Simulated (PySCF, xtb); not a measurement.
CH5FGeO, SMILES C[O][GeH2][F]. One conformer was computed; it need not be the lowest.

Harmonic wavenumbers (cm⁻¹) from GFN2-xTB (xtb) at its own minimum, in rising order: 76, 96, 161, 250, 469, 493, 512, 566, 661, 728, 1054, 1127, 1136, 1409, 1475, 1477, 1929, 2072, 2952, 2961, 2987.

What does PBE-D3(BJ)/def2-SVP (PySCF) give at its own minimum? (Estimate from the structure and the level; the computed values follow.)

76, 107, 202, 264, 563, 628, 657, 683, 784, 808, 1087, 1131, 1155, 1414, 1418, 1427, 2080, 2145, 2911, 2988, 3039. Paired by order, the mean absolute difference is 61 cm⁻¹ and the zero-point energies are 35.2 and 36.5 kcal/mol.
